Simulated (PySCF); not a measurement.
NMR data simulated for an unnamed compound:

$^{1}$H NMR (400 MHz, computed): δ 5.54 (m, 2H), 5.32 (m, 2H), 2.41 (m, 3H).

$^{13}$C{$^{1}$H} NMR (computed): δ 185.8 (C), 112.0 (C), 78.6 (CH2), 18.8 (CH3).

One conformer, no solvent model, rapidly exchanging positions averaged, relativity neglected. GFN2-xTB geometry; shieldings: GIAO PBE0/pcSseg-1; PySCF.

Chemical shifts δ = σref − σ; TMS for $^{1}$H and $^{13}$C, all at this level.

Question: Which of these does the molecule contain: a nitrile, a (CH3)2CH unit, a non-aromatic C=C double bond, a Si–H bond, a heteroaromatic ring?

Answer: 
- A nitrile: no.
- A (CH3)2CH unit: no.
- A non-aromatic C=C double bond: yes.
- A Si–H bond: yes (δH 5.54 (m)).
- A heteroaromatic ring: no.

The data belong to `C(=C(/C)F)(/CF)[SiH2]F`, C$_{4}$H$_{7}$F$_{3}$Si; they needn't prove each group on their own.

Carbon signals by region: 1 in the far downfield region (above 160 ppm), 1 in the sp2 and nitrile region (100–160 ppm), 1 at 50–100 ppm, 1 below 50 ppm. Above 160 ppm: 185.8, fully substituted alkene carbon.

Splittings by $^{19}$F in the carbon and heteronuclear signals aren't shown, as no couplings were computed. Shifts are as computed. Against solution values, carbons near 30 ppm lie about +3 ppm off and those near 130 ppm about +5 ppm. Of 1309 compounds with measured shifts, 239 miss one by over three times the rms of a fit or turn the order of signals round; such compounds aren't used in these exercises. Multiplicities follow the n + 1 count of equivalent neighbours, as no J values were calculated; m marks all less simple cases, F and P coupling included.
